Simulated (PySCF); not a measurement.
# Shieldings and the share of exact exchange

Molecule: SMILES C=C[Si](C)(C)C, C$_{5}$H$_{12}$Si.

Structure with atom numbers: `[CH2:1]=[CH:2][Si:3]([CH3:4])([CH3:5])[CH3:6]` (H(Xn): hydrogen on atom n). Ha(C1) is cis to Si3; Hb(C1) is trans to Si3.

GIAO shieldings (ppm, equivalent atoms averaged) in PySCF on the PBE0-D3(BJ)/def2-SVP geometry, basis pcSseg-1, gas phase, non-relativistic:

```tsv
functional	exact exchange (%)	σ(Si3)
BLYP	0	330.7
BP86	0	340.6
PBE	0	341.5
B3LYP	20	344.5
PBE0	25	358.2
mPW1PW91	25	357.0
HF	100	398.9
```

Question: Fit each shielding as a line in the percentage of exact exchange.

Answer: σ(Si3) = 338.1 + 0.62 x (rms 4.5 ppm). The functionals also differ in their semilocal parts, which the line can't hold; Hartree–Fock has no correlation at all.

Question: What does the line predict for BHandHLYP (50 %), and what does the run give?

Answer: σ(Si3): 369.1 predicted, 364.5 computed ppm.
